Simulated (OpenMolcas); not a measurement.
# 5d along the 69-electron sequence

```json
{
 "Program": "OpenMolcas 26.06",
 "Method": "RASSCF",
 "Basis": "ANO-RCC-VTZP",
 "Scalar Hamiltonian": "DKH2, point nucleus",
 "Spin-orbit coupling": "state interaction with AMFI integrals over the reference wave functions, term energies averaged over their components"
}
```

Active space for each ion: 7 electrons in 8 orbitals (RAS1 5p, at most 2 holes; RAS2 5d).

Computed levels in cm-1 above 2D 3/2:

```json
{"Level": "2D 5/2", "Hf3+": "5805", "Ta4+": "7689", "W5+": "9926", "Re6+": "12182", "Os7+": "15028"}
{"Level": "weight of 2D in the lowest level (%)", "Hf3+": "100", "Ta4+": "100", "W5+": "100", "Re6+": "100", "Os7+": "100"}
```

Measured, with the error of the calculation in %. Measured levels: W5+ from the list in J. Phys. B 45, 035002 (2012).

```csv
Level,W5+
2D 5/2,8709 (+14.0)
```

The fine-structure level 2D 5/2 changes by a factor of 2.59 from Hf3+ to Os7+. Its fourth root runs 8.73, 9.36, 9.98, 10.51, 11.07, with steps per unit of Z of 0.64, 0.62, 0.52, 0.57; equal steps would mean a (Z - σ)^4 law with constant σ.

Without dynamic correlation excited terms often stand tens of per cent too high (terms of higher spin than the ground term too low), and those without a measured partner can miss by more than the paired ones. Active for correlation alone: 5p; no level in the range computed is led by a configuration that opens it, so any true level of that kind is missing. Computed and measured levels are paired by configuration, term and J; levels that our copy of the source lacks, or whose pairing is in doubt (as where it misses far off the trend of its configuration), stay unpaired and out of the deviations. Only configurations of the active space appear.
